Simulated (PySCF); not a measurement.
C3H2ClF2O (doublet state).
Structure used (GFN2-xTB), in Å, numbered top down from 1:
```xyz
9
C3H2ClF2O angstrom
F     -0.199   -1.944    0.238
C     -0.488   -0.659    0.445
F     -1.069   -0.593    1.651
O     -1.286   -0.120   -0.564
C     -0.346    0.880   -0.801
C      0.628    0.378    0.187
Cl     2.157   -0.326   -0.465
H     -0.288    1.379   -1.745
H      0.904    1.011    1.029
```

As a line formula: `FC1(F)O[CH][C@@H]1Cl` [radical].

Computed with UKS B3LYP, pcH-1 on C Cl F H O, non-relativistic, mean-field spin-orbit, GIAO (PySCF 2.14.0). Geometry: GFN2-xTB; no solvent, vibrations or thermal averaging. Couplings are sensitive to structure, and on GFN2-xTB geometries they can be far from those on DFT ones. Stability of the SCF solution: not tested.

**Question.** The isotropic 19F couplings are +25.6, -11.2 MHz. Assign them to F1; F3.

**Answer.** 
```csv
site,a_iso (MHz),ρ(0) (bohr⁻³),position,distance from C5 (Å),bound to,spin population there,largest |T| (MHz)
F1,+25.6,+0.0061,3 bonds from C5,3.01,C2,-0.01,15.1
F3,-11.2,-0.0026,3 bonds from C5,2.95,C2,-0.01,3.9
```

**Question.** Match the computed a_iso(1H) values +50.9, -38.8 MHz with the sites H8; H9.

**Answer.** 
```csv
site,a_iso (MHz),ρ(0) (bohr⁻³),position,distance from C5 (Å),bound to,spin population there,largest |T| (MHz)
H8,-38.8,-0.0087,"α, 1 bond from C5",1.07,C5,+0.85,37.2
H9,+50.9,+0.0114,"β, 2 bonds from C5",2.22,C6,-0.04,8.7
```

ρ(0) is the spin density at the nucleus and T the dipolar tensor; a_iso includes a spin–orbit part. The Mulliken spin populations are largest on C5 (+0.85), O4 (+0.13) and Cl7 (+0.06). No atom but C5 exceeds +0.15. The angles at C5 add up to 352.0°, so it is slightly pyramidal.

β density exceeds α density at some nuclei, such as H8 (-0.0087) and F3 (-0.0026), spin density in bohr⁻³. In a single determinant that takes different orbitals for the two spins, that is spin polarisation.
